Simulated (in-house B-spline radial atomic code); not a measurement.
The numbers below are computed, except where a source is named.
Nb in an electron gas of r_s = 3.6: phase shifts, screening and friction

A nucleus sits in a uniform electron gas with a rigid positive background. The Kohn-Sham equations are solved self-consistently in the spin-unpolarised LDA (PW92), non-relativistic, on B-splines with outgoing waves at the boundary and partial waves to l = 8. The model has no lattice, no bands and no magnetic solution. Atomic units; δ_l are the phase shifts at the Fermi level, counted so that each bound state adds π, and good to about 0.0005. A narrow, partly filled d or f resonance in a thin gas would split by spin, so such rows rest on a solution that is probably unstable.

The density parameter is r_s = 3.6 bohr.

```json
{"l": "0", "δ_l (rad)": "12.6335"}
{"l": "1", "δ_l (rad)": "9.3925"}
{"l": "2", "δ_l (rad)": "4.7731"}
{"l": "3", "δ_l (rad)": "-0.0367"}
{"l": "4", "δ_l (rad)": "-0.0026"}
{"l": "5", "δ_l (rad)": "-0.0003"}
{"l": "6", "δ_l (rad)": "-0.0004"}
{"l": "7", "δ_l (rad)": "-0.0004"}
{"l": "8", "δ_l (rad)": "-0.0004"}
```

Bound levels below the band bottom (hartree): s -15.1, p -12.26, d -7.045, s -1.745, p -0.9599 and deeper ones.

(1) Check the Friedel sum rule, and say where the screening charge sits.

(2) Find the transport cross section and the electronic stopping of a 5 keV Nb ion (mass 92.91 u).

Answers

(1) k_F = (9π/4)^(1/3)/r_s = 0.53310. The rule is Z = (2/π) Σ (2l + 1) δ_l. The terms are s 8.043, p 17.938, d 15.193, f -0.164 and -0.028 beyond, in all 40.982 against Z = 41. Bound states hold 8 s, 18 p, 10 d electrons, so the scattering states carry 4.98 in all; where a term is smaller than its bound count, the bound level has drawn weight out of the band.

(2) σ_tr = (4π/k_F²) Σ (l + 1) sin²(δ_l − δ_(l+1)). The terms for l = 0 to 3 are 0.0098, 1.9828, 2.9716, 0.0046, all together 4.9689, so σ_tr = 44.217 × 4.9689 = 219.712 bohr². With n = 3/(4π r_s³) = 0.005117, the friction coefficient is Q = n k_F σ_tr = 0.5993. For v well below v_F = 0.533, dE/dx = Q v; with 24801 eV per u at v = 1, v = √(5000/(24801 × 92.91)) = 0.0466, so dE/dx = 0.02792 hartree/bohr = 14.4 eV/nm. The largest term couples the d and f waves.
